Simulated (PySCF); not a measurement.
PySCF input file for C₂H₈FNSi₂, SMILES C(/[SiH3])=N/[C@@H]([SiH3])F, B3LYP-D3(BJ)/def2-SVP. Geometry: B3LYP-D3(BJ)/def2-SVP. The structure was generated by enumeration; whether it is a known compound was not checked. The values are those of a single conformer.

```python
import numpy as np
from pyscf import gto, scf, dft, df
from pyscf.hessian import thermo

mol = gto.M(
    atom='''
    F     0.07514650    0.22905869   -1.33069291
    C     0.82943250    0.72489091   -0.23294147
    Si    2.29868411   -0.49041426    0.03783612
    N     0.10933944    0.85086625    0.96352390
    C    -1.08468985    0.42967290    1.12918653
    Si   -2.27699466   -0.42982159   -0.10282425
    H     1.19526941    1.72259006   -0.53624654
    H     3.21711320    0.05612762    1.07237715
    H     1.72120737   -1.78936033    0.47503687
    H     3.02229668   -0.65101618   -1.25324422
    H    -1.48749838    0.58344315    2.14625574
    H    -3.50150966   -0.73891743    0.69578755
    H    -2.66640676    0.46551931   -1.22522111
    H    -1.71427488   -1.71005907   -0.61081327
    ''',
    basis='def2-SVP',
    charge=0,
    spin=0,
    max_memory=1600,
    verbose=3,
)
mf = dft.RKS(mol, xc='b3lyp').density_fit(auxbasis='def2-universal-jkfit')
mf.disp = 'd3bj'
mf.grids.level = 3
mf.conv_tol = 1e-11
mf.max_cycle = 100
mf.kernel()

# analytic Hessian; the response equations are solved on a coarser grid
h, args, fine = mf.Hessian(), (mf.mo_energy, mf.mo_coeff, mf.mo_occ), mf.grids
h.max_memory = max(150, 2.5e-5 * df.make_auxmol(mol, mf.with_df.auxbasis).nao * mol.nelec[0] * (mol.nelec[0] + mol.nao))  # MB; small integral blocks
h1ao = h.make_h1(mf.mo_coeff, mf.mo_occ)
mf.grids = dft.Grids(mol).set(level=1).build(with_non0tab=True)
mo1, mo_e1 = h.solve_mo1(*args, h1ao)
mf.grids = fine
hess = h.hess_elec(*args, mo1, mo_e1, h1ao) + h.hess_nuc()
if mf.do_disp():
    hess += h.get_dispersion()
for i in range(mol.natm):  # the analytic DFT Hessian lacks the response of the grid: restore translational invariance
    hess[i, i] -= hess[i].sum(axis=0)
hess = (hess + hess.transpose(1, 0, 3, 2)) / 2
vib = thermo.harmonic_analysis(mol, hess, imaginary_freq=False)
thermo.dump_normal_mode(mol, vib)
th = thermo.thermo(mf, vib['freq_au'][vib['freq_au'] > 0], 298.15, 101325)
thermo.dump_thermo(mol, th)
g0 = mf.nuc_grad_method().set(verbose=0).kernel()

# dipole derivatives [dipole axis, atom, xyz] from the same response
r, irp = mol.intor('int1e_r'), mol.intor('int1e_irp').reshape(3, 3, mol.nao, mol.nao)
sl, dm0, ok = mol.aoslice_by_atom(), np.array(mf.make_rdm1()), []
dmu = np.einsum('a,xt->xat', mol.atom_charges(), np.eye(3))
for a, (_, _, p0, p1) in enumerate(sl):
    dmu[:, a] += 2 * np.einsum('xtij,ij->xt', irp[:, :, :, p0:p1], dm0.reshape(-1, mol.nao, mol.nao).sum(0)[:, p0:p1])
    for u, c, occ, f in [(mo1, mf.mo_coeff, mf.mo_occ, 4)]:
        dmu[:, a] -= f * np.einsum('tui,xuv,vi->xt', u[a], r, c[:, occ > 0], optimize=True)
L = vib['norm_mode']
ir = 974.8801 * (np.einsum('xat,kat->kx', dmu, L) ** 2).sum(1)       # km/mol
apt = np.einsum('xax->a', dmu) / 3
print('mode   freq/cm-1   IR/(km/mol)')
for k, w in enumerate(vib['freq_wavenumber']):
    print(f'{k + 1:4d} {w:11.2f} {ir[k]:13.3f}')
print('max |gradient| / (hartree/bohr):', abs(g0).max())
print('APT charges:', apt.round(4))
```

Log of the run:

```
converged SCF energy = -814.261877491842

WARN: DFTD3 does not support analytical Hessian, using finite difference


WARN: Mole.unit (angstrom) is changed to Bohr

Mode                                 0                   1                   2
Irrep
Freq [cm^-1]                       53.6675            146.3298            149.2832
Reduced mass [au]                   4.8323              2.9008              1.3407
Force const [Dyne/A]                0.0082              0.0366              0.0176
Char temp [K]                      77.2156            210.5360            214.7853
Normal mode                   x     y     z       x     y     z       x     y     z
       0   F                -0.00 -0.10  0.02   -0.02 -0.06  0.09    0.06  0.00 -0.04
       1   C                -0.01 -0.05  0.00   -0.01 -0.00  0.07    0.02  0.00 -0.01
       2  Si                 0.08  0.06 -0.01    0.00 -0.01 -0.06    0.01  0.00  0.00
       3   N                -0.00 -0.07  0.01   -0.03  0.04  0.05   -0.01  0.00 -0.03
       4   C                -0.01 -0.05  0.01   -0.05  0.08  0.00   -0.01  0.01 -0.01
       5  Si                -0.07  0.07 -0.01    0.05 -0.00 -0.04   -0.05 -0.01  0.04
       6   H                -0.07 -0.03 -0.01   -0.04 -0.01  0.02    0.03  0.00  0.01
       7   H                 0.06  0.15 -0.04   -0.01 -0.16  0.02   -0.23 -0.24  0.35
       8   H                 0.19  0.02  0.03    0.02 -0.08 -0.27   -0.04 -0.14 -0.46
       9   H                 0.06  0.09 -0.02    0.00  0.21 -0.09    0.31  0.36  0.12
      10   H                 0.00 -0.07  0.02   -0.10  0.12 -0.03    0.00  0.03 -0.01
      11   H                -0.10  0.15 -0.03   -0.03  0.09 -0.12   -0.03  0.01  0.08
      12   H                 0.02  0.12 -0.00    0.15 -0.11 -0.16   -0.07 -0.03  0.03
      13   H                -0.17  0.03 -0.04    0.07 -0.07  0.16   -0.06 -0.01  0.04
Mode                                 3                   4                   5
Irrep
Freq [cm^-1]                      190.1378            207.5328            249.8357
Reduced mass [au]                   2.4445              1.2509              4.1647
Force const [Dyne/A]                0.0521              0.0317              0.1532
Char temp [K]                     273.5659            298.5935            359.4580
Normal mode                   x     y     z       x     y     z       x     y     z
       0   F                 0.08  0.07 -0.02    0.02 -0.02  0.03    0.14 -0.08  0.00
       1   C                 0.03 -0.01  0.05    0.01 -0.02  0.04    0.01  0.08  0.03
       2  Si                 0.05 -0.02 -0.03    0.03 -0.02 -0.02   -0.06  0.02 -0.03
       3   N                -0.03 -0.01  0.01   -0.03  0.03  0.01   -0.03  0.04  0.00
       4   C                -0.07  0.06 -0.03   -0.04  0.06 -0.02    0.01 -0.06  0.03
       5  Si                -0.06 -0.03  0.02   -0.02 -0.01 -0.00   -0.01  0.00  0.01
       6   H                 0.07 -0.01  0.11    0.03 -0.03  0.03   -0.06  0.10 -0.00
       7   H                 0.19  0.06 -0.20    0.09 -0.01 -0.07    0.10 -0.13 -0.10
       8   H                 0.12  0.01  0.15    0.08 -0.03  0.01   -0.21  0.10  0.00
       9   H                -0.14 -0.11 -0.12   -0.04  0.01 -0.06   -0.19 -0.07 -0.09
      10   H                -0.09  0.10 -0.05   -0.09  0.14 -0.05    0.03 -0.11  0.04
      11   H                -0.11  0.12  0.01    0.17 -0.44  0.12   -0.03  0.04 -0.01
      12   H                 0.03 -0.21 -0.15   -0.39  0.19  0.27    0.05  0.09  0.05
      13   H                -0.05 -0.12  0.25    0.15  0.23 -0.40   -0.08  0.00 -0.06
Mode                                 6                   7                   8
Irrep
Freq [cm^-1]                      332.4155            435.8907            536.7717
Reduced mass [au]                   4.3797              3.2896              1.5534
Force const [Dyne/A]                0.2851              0.3682              0.2637
Char temp [K]                     478.2719            627.1496            772.2949
Normal mode                   x     y     z       x     y     z       x     y     z
       0   F                -0.04  0.01  0.11    0.02 -0.02  0.02    0.03  0.01 -0.00
       1   C                 0.06  0.06 -0.01    0.03  0.00 -0.00    0.01 -0.09  0.03
       2  Si                 0.02 -0.01  0.00   -0.05  0.05 -0.01   -0.07  0.01 -0.00
       3   N                 0.05  0.07 -0.01    0.09 -0.14  0.05    0.03  0.03  0.02
       4   C                 0.07 -0.04 -0.09    0.00  0.08 -0.06    0.04 -0.01 -0.04
       5  Si                -0.06 -0.03 -0.03   -0.01  0.01 -0.01    0.01 -0.01 -0.00
       6   H                 0.05  0.05 -0.07   -0.08  0.06  0.05    0.19 -0.15  0.03
       7   H                 0.04 -0.09  0.03   -0.08  0.01  0.03   -0.15  0.31 -0.09
       8   H                -0.10  0.04 -0.02   -0.19  0.11  0.00    0.39 -0.18  0.02
       9   H                 0.03 -0.06  0.02    0.01 -0.07  0.04   -0.13  0.31 -0.07
[...]
       6   H                 0.76 -0.24 -0.04    0.16  0.24  0.89   -0.03 -0.01 -0.02
       7   H                -0.01 -0.01  0.03    0.01 -0.02  0.00    0.00 -0.00 -0.00
       8   H                -0.06  0.03  0.00   -0.00  0.00  0.00    0.01 -0.00 -0.00
       9   H                 0.01 -0.03 -0.01   -0.01  0.01 -0.01    0.01 -0.01  0.01
      10   H                -0.05  0.14 -0.05   -0.04 -0.04 -0.01   -0.78 -0.37 -0.20
      11   H                 0.00 -0.01  0.00    0.00  0.00  0.00   -0.02 -0.01 -0.01
      12   H                 0.01  0.01  0.00    0.00  0.01  0.01    0.02  0.02  0.00
      13   H                -0.01 -0.01  0.00    0.00 -0.01  0.01    0.03  0.00  0.01
Mode                                27                  28                  29
Irrep
Freq [cm^-1]                     1709.6061           2211.2142           2236.4351
Reduced mass [au]                  11.0322              1.0391              1.0277
Force const [Dyne/A]               18.9978              2.9935              3.0286
Char temp [K]                    2459.7426           3181.4449           3217.7322
Normal mode                   x     y     z       x     y     z       x     y     z
       0   F                -0.00 -0.00  0.00   -0.00 -0.00 -0.00    0.00  0.00  0.00
       1   C                 0.02  0.01 -0.02    0.00  0.00  0.00    0.00 -0.00 -0.00
       2  Si                 0.00 -0.00 -0.00   -0.00 -0.00  0.00   -0.01  0.01  0.00
       3   N                -0.17 -0.06  0.05    0.00 -0.00 -0.00   -0.00 -0.00 -0.00
       4   C                 0.19  0.07 -0.02   -0.00  0.00  0.00    0.00  0.00 -0.00
       5  Si                -0.00 -0.00 -0.00   -0.03 -0.01  0.02    0.00 -0.01 -0.02
       6   H                 0.06 -0.03 -0.07   -0.00  0.00 -0.00   -0.00  0.00  0.00
       7   H                 0.00  0.00  0.00    0.01  0.01  0.02    0.10  0.06  0.12
       8   H                -0.01  0.00  0.00   -0.00 -0.01  0.00   -0.09 -0.20  0.07
       9   H                -0.00 -0.00  0.00    0.01 -0.00 -0.02    0.17 -0.04 -0.31
      10   H                 0.02 -0.01 -0.07   -0.01 -0.00  0.01   -0.01 -0.00 -0.00
      11   H                -0.01 -0.01 -0.02    0.80  0.20 -0.52   -0.02 -0.01  0.00
      12   H                 0.00  0.01 -0.00   -0.01 -0.01  0.01    0.14 -0.34  0.41
      13   H                 0.01 -0.00  0.00   -0.02  0.01  0.01   -0.26  0.58  0.23
Mode                                30                  31                  32
Irrep
Freq [cm^-1]                     2239.3242           2245.1870           2249.7316
Reduced mass [au]                   1.0223              1.0526              1.0488
Force const [Dyne/A]                3.0205              3.1262              3.1277
Char temp [K]                    3221.8889           3230.3242           3236.8628
Normal mode                   x     y     z       x     y     z       x     y     z
       0   F                 0.00  0.00  0.00   -0.00  0.00 -0.00   -0.00  0.00  0.00
       1   C                -0.00  0.00 -0.00    0.00 -0.00 -0.00    0.00 -0.00 -0.00
       2  Si                 0.01 -0.01 -0.01    0.00  0.00 -0.00   -0.00  0.00 -0.04
       3   N                -0.00 -0.00  0.00    0.00  0.00 -0.00    0.00 -0.00  0.00
       4   C                 0.00  0.00 -0.00   -0.00 -0.00  0.00   -0.00 -0.00  0.00
       5  Si                 0.00 -0.00 -0.01    0.01 -0.03  0.01   -0.00  0.00 -0.00
       6   H                 0.01 -0.00  0.00    0.00  0.00  0.00   -0.00  0.00  0.00
       7   H                -0.23 -0.15 -0.27   -0.01 -0.01 -0.02    0.43  0.26  0.47
       8   H                 0.15  0.33 -0.11   -0.04 -0.10  0.03   -0.15 -0.33  0.10
       9   H                -0.33  0.07  0.60   -0.05  0.01  0.10   -0.28  0.06  0.49
      10   H                -0.00 -0.00 -0.00    0.00 -0.00  0.00   -0.00 -0.00  0.00
      11   H                 0.02  0.00 -0.01    0.00 -0.01  0.01   -0.00  0.00  0.00
      12   H                 0.09 -0.20  0.25   -0.18  0.44 -0.56    0.02 -0.05  0.06
      13   H                -0.12  0.27  0.11   -0.24  0.53  0.22    0.02 -0.05 -0.02
Mode                                33                  34                  35
Irrep
Freq [cm^-1]                     2255.5253           3045.4757           3053.2241
Reduced mass [au]                   1.0523              1.0842              1.0880
Force const [Dyne/A]                3.1543              5.9250              5.9756
Char temp [K]                    3245.1987           4381.7615           4392.9098
Normal mode                   x     y     z       x     y     z       x     y     z
       0   F                 0.00  0.00  0.00    0.00  0.00  0.00   -0.00 -0.00 -0.00
       1   C                -0.00 -0.00 -0.00    0.02  0.07 -0.02   -0.01 -0.02  0.01
       2  Si                -0.02 -0.03 -0.00    0.00  0.00 -0.00   -0.00 -0.00  0.00
       3   N                 0.00  0.00  0.00    0.00  0.00 -0.00    0.00  0.00  0.00
       4   C                 0.00  0.00 -0.00    0.01 -0.00 -0.02    0.03 -0.01 -0.07
       5  Si                 0.00 -0.00  0.00    0.00  0.00  0.00    0.00  0.00 -0.00
       6   H                -0.00 -0.01  0.00   -0.30 -0.82  0.26    0.09  0.25 -0.08
       7   H                 0.34  0.20  0.39   -0.00  0.00 -0.00    0.00 -0.00  0.00
       8   H                 0.30  0.68 -0.23   -0.00 -0.01  0.00    0.00  0.00 -0.00
       9   H                 0.06 -0.02 -0.12   -0.00  0.00  0.00    0.00 -0.00 -0.00
      10   H                 0.00 -0.00  0.00   -0.10  0.04  0.26   -0.33  0.13  0.84
      11   H                -0.01 -0.00  0.01   -0.00 -0.00  0.00   -0.01 -0.00  0.00
      12   H                -0.02  0.04 -0.05    0.00 -0.00  0.00   -0.00 -0.00  0.00
      13   H                -0.04  0.10  0.04    0.00  0.00 -0.00   -0.00  0.00  0.00
temperature 298.1500 [K]
pressure 101325.00 [Pa]
Rotational constants [GHz] 4.38951 1.24849 1.14353
Symmetry number 1
Zero-point energy (ZPE) 0.09128 [Eh]   239665.069 [J/mol]
                           tot       elec      trans        rot        vib
Entropy [J/mol/K]       379.100      0.000    168.584    118.533     91.983
Cv [J/mol/K]            130.095      0.000     12.472     12.472    105.152
Cp [J/mol/K]            138.410      0.000     20.786     12.472    105.152
Internal energy [J/mol]                      3718.434   3718.434 254866.191
Internal energy [Eh]   -814.16197  -814.26188
Enthalpy [J/mol]                             6197.391   3718.434 254866.191
Enthalpy [Eh]          -814.16103
Gibbs free energy [J/mol]                  -44066.033 -31622.040 227441.535
Gibbs free energy [Eh] -814.20408
mode   freq/cm-1   IR/(km/mol)
   1       53.67         0.449
   2      146.33         1.963
   3      149.28         1.487
   4      190.14         1.853
   5      207.53         0.244
   6      249.84         4.425
   7      332.42        10.086
   8      435.89        27.874
   9      536.77        16.277
  10      592.58        50.157
  11      614.48        13.276
  12      638.94        34.338
  13      644.03         4.158
  14      780.91        30.532
  15      793.76        54.794
  16      902.22         7.592
  17      906.30       223.262
  18      912.20       172.546
  19      938.29         9.721
  20      951.98        67.331
  21      956.99       126.635
  22      966.83       127.947
  23      970.34        62.512
  24     1062.74        11.797
  25     1201.47        13.359
  26     1318.99         3.324
  27     1368.21        12.745
  28     1709.61         8.882
  29     2211.21       157.346
  30     2236.44        31.750
  31     2239.32        73.152
  32     2245.19        90.278
  33     2249.73        97.825
  34     2255.53       101.517
  35     3045.48        15.499
  36     3053.22        20.838
max |gradient| / (hartree/bohr): 0.00010838035211819353
APT charges: [-0.5385  0.3972  1.0593 -0.4601  0.0195  1.0716 -0.0035 -0.2484 -0.2345
 -0.2585 -0.0317 -0.2789 -0.2481 -0.2454]
```

The run converged.
